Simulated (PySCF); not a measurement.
n-butyl acetate, SMILES CCCCOC(=O)C, singlet, GFN2-xTB optimised geometry.

```
20

C     -3.22    -1.18     2.52
C     -2.73    -0.43     1.29
C     -1.20    -0.39     1.23
C     -0.72     0.36     0.00
O      0.71     0.36     0.00
C      1.31     0.98    -1.03
C      2.81     0.91    -0.90
O      0.71     1.52    -1.92
H     -2.86    -0.71     3.43
H     -4.30    -1.20     2.55
H     -2.86    -2.21     2.51
H     -3.12    -0.91     0.39
H     -3.12     0.59     1.32
H     -0.81    -1.40     1.21
H     -0.81     0.11     2.12
H     -1.07    -0.11    -0.92
H     -1.07     1.40     0.00
H      3.12    -0.13    -0.86
H      3.11     1.39     0.03
H      3.27     1.40    -1.75
```

Density from PySCF with PBE0/def2-SVP at that geometry.

Minimum of the electron density along straight lines between bonded atoms, close to the bond critical point (lines longer than 1.1 times the sum of covalent radii, or with two minima, are not listed):

```tsv
bond	length / Å	ρ at the minimum / e bohr⁻³	∇²ρ there / e bohr⁻⁵	position (fraction from the first atom)
C1–C2	1.524	0.244	-0.55	0.50
C2–C3	1.527	0.243	-0.55	0.50
C3–C4	1.521	0.251	-0.59	0.49
C4–O5	1.428	0.241	…	0.34
O5–C6	1.337	0.306	-0.33	0.67
C6–C7	1.507	0.259	-0.63	0.52
C6–O8	1.202	…	0.34	0.33
C1–H9	1.088	0.276	-1.01	0.62
C1–H10	1.087	0.277	-1.01	0.62
C1–H11	1.088	0.276	-1.01	0.62
C2–H12	1.092	0.276	-1.00	0.62
C2–H13	1.092	0.276	-1.00	0.62
C3–H14	1.091	0.276	-1.00	0.62
C3–H15	1.091	0.276	-1.00	0.62
C4–H16	1.096	0.282	-1.07	0.64
C4–H17	1.096	0.282	-1.07	0.64
C7–H18	1.087	0.275	-1.01	0.63
C7–H19	1.087	0.275	-1.01	0.63
C7–H20	1.085	0.279	-1.05	0.64
```

Q: Fill in the missing entries.

A: 
- C4–O5, ∇²ρ there / e bohr⁻⁵: -0.31
- C6–O8, ρ at the minimum / e bohr⁻³: 0.420
